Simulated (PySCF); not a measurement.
## Bonding in `CC[SiH2]N[SiH2]P`

C2H12NPSi2.
Atom-mapped SMILES: `[CH3:1][CH2:2][SiH2:3][NH:4][SiH2:5][PH2:6]` (hydrogens: H7, H8, H9 on C1; H10, H11 on C2; H12, H13 on Si3; H14 on N4; H15, H16 on Si5; H17, H18 on P6)

Structure used (GFN2-xTB), in Å, numbered top down from 1:
```
atom  x, y, z in Å
C1    -1.455    1.242   -0.069
C2    -2.047   -0.110   -0.450
Si3   -0.764   -1.307   -1.195
N4     0.613   -1.496   -0.143
Si5    1.915   -0.437    0.266
P6     1.894    1.263   -1.191
H7    -2.219    1.910    0.329
H8    -0.684    1.115    0.690
H9    -0.999    1.720   -0.934
H10   -2.507   -0.556    0.435
H11   -2.854    0.045   -1.169
H12   -1.336   -2.654   -1.299
H13   -0.286   -0.814   -2.487
H14    0.619   -2.353    0.385
H15    3.172   -1.192    0.168
H16    1.773    0.044    1.651
H17    1.885    2.257   -0.226
H18    3.271    1.328   -1.301
```

Bond orders from the PBE0/pcSseg-1 density (PySCF). One conformer (not necessarily the lowest) at the GFN2-xTB geometry, without solvent, vibrations or thermal averaging.

Q: How far do the computed orders between heavy atoms stray from the drawn ones?

A: The largest departure is 0.105, at C2–Si3 (drawn single, 0.895).

Q: Give the Mayer order of every bond between heavy atoms, beside its length.

A: 
```
  bond  drawn as  length (Å)  Mayer order
 C1–C2    single       1.524        1.056
C2–Si3    single       1.906        0.895
Si3–N4    single       1.744        0.934
N4–Si5    single       1.726        0.967
Si5–P6    single       2.239        0.982
```

By pair of heavy elements: N–Si: lowest Si3–N4 (0.934, 1.744 Å), highest N4–Si5 (0.967, 1.726 Å).

Q: And the bonds to hydrogen?

A: C–H: 0.95 to 0.97 (5 bonds); H–Si: 0.90 to 0.95 (4 bonds); H–N: 0.92 (1 bond); H–P: 0.94 (2 bonds).

Q: Sum the orders of all bonds at each heavy atom with more than one neighbour and set the sums beside the valence in the SMILES.

A: C1 3.931 (drawn 4), C2 3.846 (drawn 4), Si3 3.730 (drawn 4), N4 2.824 (drawn 3), Si5 3.777 (drawn 4), P6 2.861 (drawn 3). Orders between atoms that aren't bonded are not in these sums.

The Mayer order sums products of elements of PS (density times overlap matrix) between the two atoms' basis functions, so it depends on the basis set.
